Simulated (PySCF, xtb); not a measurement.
C3H8BFO, SMILES FB(CO)CC. One conformer was computed; it need not be the lowest.

Harmonic wavenumbers (cm⁻¹) from xtb with GFN2-xTB at its own minimum, in rising order: 40, 88, 129, 180, 220, 250, 347, 405, 480, 640, 684, 802, 981, 1011, 1027, 1079, 1119, 1135, 1229, 1240, 1288, 1309, 1335, 1417, 1441, 1460, 1503, 1506, 2826, 2926, 2947, 2968, 3029, 3043, 3049, 3572.

Question: What does PBE-D3(BJ)/def2-SVP in PySCF 2.14.0 give at its own minimum? (The exact figures need the calculation; the answer reports its results.)

Answer: 54, 94, 141, 184, 224, 269, 356, 417, 496, 571, 676, 801, 943, 964, 1008, 1051, 1106, 1139, 1197, 1220, 1308, 1320, 1341, 1359, 1366, 1383, 1426, 1428, 2861, 2920, 2969, 2974, 2982, 3057, 3062, 3715. Paired by order, the mean absolute difference is 29 cm⁻¹ and the zero-point energies are 69.6 and 69.2 kcal/mol.
